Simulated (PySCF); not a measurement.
Gas-phase equilibrium of 1 mol N2O, 3.5 mol N2 at 800 K and 0.00133 bar, among 8 species (O2, N2, O, NO, O3, N, N2O, NO2). Only gases are allowed; each row takes one source of thermochemistry for all species, and Cantera finds the minimum.

Computed with PySCF and rigid-rotor harmonic-oscillator thermochemistry at 1 bar. Table values come from the NASA 1993 polynomials. † marks an energy on the PBE0/def2-TZVP geometry and frequencies; other levels use their own. CCSD(T) freezes the core. 6-31G* has spherical d functions here. Open shells (unrestricted) among the columns below: O2 (multiplicity 3), NO (multiplicity 2, electronic degeneracy 4), NO2 (multiplicity 2); the rest are closed-shell singlets. Spin-orbit splitting is ignored; it lowers the true energy and changes the entropy of NO. B3LYP is the form with VWN-RPA correlation. CCSD(T) isn't extrapolated to the basis-set limit. The harmonic model lacks anharmonicity and excited electronic states, which grow with temperature; levels with a mode under 35 cm⁻¹ are left out.

Molecules larger than those listed are left out. Table species left out: NO3.

With table thermochemistry: N2 0.90, O2 0.100, NO2 1.2e-8, N2O 6.2e-12, NO 1.5e-6.

### Question
How far does the composition move with the other sources (B3LYP/6-31G*, B3LYP/def2-TZVP†, CCSD(T)/def2-SVP†, CCSD(T)/def2-TZVPP†, PBE0/def2-TZVP, LDA/def2-TZVP†)?

### Answer
```tsv
thermochemistry	x N2	x O2	x NO2	x N2O	x NO
table	0.90	0.100	1.2e-8	6.2e-12	1.5e-6
B3LYP/6-31G*	0.90	0.100	3.9e-8	5.9e-11	2.7e-6
B3LYP/def2-TZVP†	0.90	0.100	2.9e-8	2.8e-11	2.0e-6
CCSD(T)/def2-SVP†	0.90	0.100	1.3e-9	<1e-12	2.7e-6
CCSD(T)/def2-TZVPP†	0.90	0.100	2.5e-9	1.5e-12	1.6e-6
PBE0/def2-TZVP	0.90	0.100	1.5e-7	2.8e-10	1.9e-6
LDA/def2-TZVP†	0.90	0.087	0.013	3.8e-5	1.1e-6
```
The most sensitive of these is N2O: it spans a factor of 10^7.6 over these rows; at this temperature one factor of ten is RT ln 10 = 15 kJ/mol.
